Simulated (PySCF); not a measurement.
Vertical excitations of a molecule C5H6O2 from TDA-PBE/def2-SVPD (PySCF), as energy in eV (oscillator strength): 3.50 (0.000), 5.32 (0.180), 5.73 (0.012), 6.03 (0.005), 6.33 (0.009), 6.36 (0.017), 6.61 (0.004), 6.82 (0.018), 6.84 (0.003), 6.90 (0.037). Lowest triplet (TDA): 3.12 eV. The structure is a stationary point at B3LYP-D3(BJ)/def2-SVP. Other conformers were not sampled.

Task: Which molecule gave these data?
(A) O=CCC1=COC1
(B) C[C@H]1OC=CC1=O
(C) C=C1C[C@H](C=O)O1
(D) C1=C[C@H]2CO[C@@H]1O2

Result: B, C[C@H]1OC=CC1=O
